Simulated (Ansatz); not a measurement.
Basis sets compared for [TaO3(OH)]2- (TaO₄H²⁻). Total charge -2; singlet. Geometry PBE0-D4/def2-SVPD. Ansatz on 4 threads of Arm Neoverse V1 on a shared host; times are rough, and most runs start from earlier orbitals.

```tsv
atom	x (Å)	y (Å)	z (Å)
Ta1	0.141	-0.096	0.459
O2	1.926	0.038	0.868
O3	-0.898	0.576	1.815
O4	-0.332	-1.820	0.035
O5	-0.237	0.968	-1.277
H6	-0.600	0.334	-1.901
```

In the def2 sets Ta takes a core potential; there is no spin–orbit coupling. A multiply charged anion in the gas phase is held together partly by the finite basis. At PBE-D4/def2-SVPD, PBE-D4/def2-TZVPD, PBE0-D4/def2-SVPD, PBE0-D4/def2-TZVPD the highest occupied level of the charge -2 singlet lies above zero (up to 4.15 eV). The electron is either unbound and held by the finite basis, or the level is raised by self-interaction error.

```json
{"level": "PBE-D4/def2-SVPD", "functions": "135", "energy (Eh)": "-358.2357", "HOMO (eV)": "4.14", "LUMO (eV)": "6.65", "wall time": "1.4 s"}
{"level": "PBE0-D4/def2-SVPD", "functions": "135", "energy (Eh)": "-358.1498", "HOMO (eV)": "2.71", "LUMO (eV)": "7.22", "wall time": "1.7 s"}
```

(1) Estimate the rows for PBE-D4/def2-TZVPD, PBE0-D4/def2-TZVPD.

## Answers

(1) 
```
             level  functions  energy (Eh)  HOMO (eV)  LUMO (eV)  wall time
 PBE-D4/def2-TZVPD        212    -358.5895       4.15       6.08      2.1 s
PBE0-D4/def2-TZVPD        212    -358.5062       2.78       6.55        3 s
```
